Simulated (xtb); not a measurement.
xtb input:

```bash
xtb mol.xyz --gfn 2 --ohess tight --chrg -1 --uhf 0
```
mol.xyz:
```
11

Si    -0.22914050     0.05397925     0.24920294
O     -0.73736827    -1.23661477     1.26220147
N     -1.61325084     1.10141650    -0.05479236
N      1.03367698     1.00697701     1.02701094
N      0.32144520    -0.61151979    -1.27927548
H     -1.43884684    -1.74472044     0.74167505
H     -2.38659515     0.54966329    -0.62871513
H      1.38432240     1.73847393     0.39307780
H      1.81269838     0.34022885     1.17539174
H      1.20236774    -1.21246907    -1.08861644
H      0.71595329     0.19609026    -1.89739708
```

Question: What final total energy does it print?

Answer: -17.86018 Eh (GFN2-xTB).

It need not be the lowest isomer of its formula. Whether it binds its extra electron was not tested at this geometry.
